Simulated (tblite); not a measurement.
Give a GFN2-xTB geometry of `CCCC(=O)[Si@@H](N)[SiH3]`.

Z-matrix in Å and degrees, rows numbered from 1:
```
C 
C   1  1.5228
C   2  1.5254  1  111.84
C   3  1.5101  2  113.79  1   178.84
O   4  1.2113  3  122.48  2    -9.50
Si  4  1.9231  3  116.92  2   170.18
N   6  1.7149  4  101.91  3   179.83
Si  6  2.3077  4  112.74  3   -62.48
H   1  1.0884  2  110.68  3   -60.38
H   1  1.0885  2  110.54  3    59.66
H   1  1.0873  2  110.45  3   179.60
H   2  1.0922  1  109.81  3  -120.85
H   2  1.0916  1  109.99  3   121.15
H   3  1.0943  2  110.27  1    59.00
H   3  1.0935  2  110.77  1   -59.15
H   6  1.4829  4  103.99  3    60.40
H   7  1.0080  6  118.92  4   -23.97
H   7  1.0052  6  122.74  4  -172.33
H   8  1.4647  6  114.84  4   -64.61
H   8  1.4689  6  111.40  4    55.92
H   8  1.4664  6  111.57  4   174.03
```

Si8 (SiH3 silicon) is distorted tetrahedral (angles from 105.9° to 114.8°). Of the pairs four or more bonds apart, O5···H17 is among the closest relative to their van der Waals radii: 2.58 Å, 95 % of the sum of Bondi's values. Si6 (SiH silicon) is distorted tetrahedral (angles from 101.9° to 114.6°). N7 (silicon-bound nitrogen) has angles 122.7°, 118.9° and 111.4°, sum 353.1°, 0.18 Å off the plane of its three neighbours.

Structure optimised with GFN2-xTB, isolated species.

Point group: C1 (no symmetry element, even within 0.4 Å). Its lowest GFN2-xTB frequency is 6 cm⁻¹, too small to tell a flat minimum from a shallow saddle. One conformer, not necessarily the lowest (C1–C2–C3–C4 179°, C2–C3–C4–O5 -9°, C3–C4–Si6–N7 180°, C4–Si6–N7–H -24° and -172°). 3 starts were optimised and ended at 0.00, 0.45 and 1.26 kcal/mol (GFN2-xTB); the lowest of these is shown.

All values are computed, not measured.
